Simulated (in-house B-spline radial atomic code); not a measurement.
Results of a calculation; reference values are marked as such.
# Making a Troullier-Martins d channel for Rb, r_c = 1.18 bohr

Rb, [Kr] 5s1, non-relativistic PBE, spherical and spin-unpolarised, from an all-electron radial atomic-structure program (B-spline basis) (atomic units). The all-electron 3d level is ε = -3.906397 hartree and its outer maximum at 0.39 bohr.

Inside r_c the pseudo-orbital is u(r) = r^3 exp(p(r)), with p = c0 + c2 r² + c4 r⁴ + … + c12 r¹². The seven coefficients follow from p and its first four derivatives at r_c, from zero curvature of the screened potential at the origin, c4 = −c2²/(2l + 5), and from the norm inside r_c. At r_c the all-electron orbital has P = 0.3155113, P' = -0.7961636, the screened potential V = -3.153298, V' = 5.602214, V'' = -12.82393, and the norm inside is Q = 0.9808505.

Q: What are p, p' and p'' at r_c?

A: p = ln(P/r_c^3) = ln(0.3155113/1.64303) = -1.65010. p' = P'/P − 3/r_c = -2.52341 − 2.54237 = -5.06578. The radial equation gives p'' = 2(V − ε) − 2(3) p'/r_c − p'² = 1.50620 − (-25.75821) − 25.66214 = 1.60227. Differentiating, p''' = 2V' + 2(3)p'/r_c² − 2(3)p''/r_c − 2p'p'' = -2.5382, and p'''' = 2V'' − 4(3)p'/r_c³ + 4(3)p''/r_c² − 2(3)p'''/r_c − 2p''² − 2p'p''' = 7.2148.

For a trial c2 the five matching conditions are linear in c0, c6, c8, c10 and c12, and c2 is varied until the norm inside r_c equals Q. The root nearest zero gives:

| n | c_n |
| --- | --- |
| 0 | 4.023242 |
| 2 | -5.716053 |
| 4 | -3.630362 |
| 6 | 10.69421 |
| 8 | -9.023407 |
| 10 | 3.462934 |
| 12 | -0.5148676 |

Q: Check c4 and p(r_c), and find the screened pseudopotential at the origin.

A: −c2²/9 = -3.63036, as listed. The terms c_n r_c^n are 4.02324, -7.95903, -7.03847, 28.86959, -33.91772, 18.12443, -3.75215, which sum to -1.65011. Inverting the radial equation, V_l(r) = ε + 3 p'/r + (p'' + p'²)/2, so V_l(0) = ε + (2l + 3) c2 = -3.906397 + 7 × (-5.71605) = -43.9188 hartree, finite where the all-electron potential diverges.

Orbitals and screened potentials:

| r (bohr) | P | u | V all-electron | V pseudo |
| --- | --- | --- | --- | --- |
| 0.118 | 0.4109 | 0.08473 | -202.9 | -43.82 |
| 0.295 | 1.277 | 0.8543 | -50.0 | -40.69 |
| 0.472 | 1.336 | 1.515 | -21.11 | -28.96 |
| 0.649 | 1.048 | 1.262 | -11.15 | -12.97 |
| 0.826 | 0.7351 | 0.7875 | -6.726 | -3.94 |
| 1.003 | 0.4883 | 0.4907 | -4.418 | -3.125 |
| 1.18 | 0.3155 | 0.3155 | -3.153 | -3.153 |

Logarithmic derivatives P'/P at R = 1.48 bohr, for energies E around ε:

| E − ε (hartree) | all-electron | pseudo |
| --- | --- | --- |
| -0.5 | 2.28426 | 2.32374 |
| -0.25 | 1.76224 | 1.79766 |
| -0.1 | 0.778209 | 0.801196 |
| 0 | -2.6478 | -2.64717 |
| 0.1 | 9.34258 | 9.65677 |
| 0.25 | 4.07731 | 4.18233 |
| 0.5 | 3.12273 | 3.2102 |
